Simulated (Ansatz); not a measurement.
A made-up structure of MgGaH3, closed shell:

```
5
angstrom
Mg 0.4419 -1.3691 0.7193
Ga -0.2879 0.8929 -0.4686
H 0.1790 -0.4298 -1.0798
H -1.5788 1.0421 -1.3842
H 0.5126 2.2612 -0.3512
```

It is relaxed with PBE-D4/def2-SVP and then PBE0-D4/def2-TZVP (Ansatz 0.2.0). Atoms count as bonded within 1.22 times the sum of their covalent radii (H–H: 0.88 Å). The end point is not checked to be a true minimum.

Q: Does its bonding change? (A judgement: the text doesn't fix the answer.)

A: Computed: Yes. Formed: none; broken: Mg1–H3.

Where it ends: The first stage lowers the energy by 1.02 eV in 7 steps. It ends as MgGaH₃ ([Mg][GaH3]):
```
5
angstrom
Mg -0.0226 -1.0553 1.2679
Ga -0.1744 0.8225 -0.9109
H 0.6150 -0.1230 -1.8901
H -1.7479 0.8147 -0.9183
H 0.5966 1.9384 -0.1132
```

Labels in which every atom is bracketed show which atoms are joined, not bond orders.

For scale, one of the runs: PBE0-D4/def2-TZVP relaxation, 98 basis functions, launched by `ansatz run in.yaml --threads 2 --pin off --events-out ev --progress --plain --max-ram 4352MiB`. Hardware: 2 CPU threads of an Arm Neoverse V1, shared host. Wall time about 8 s.
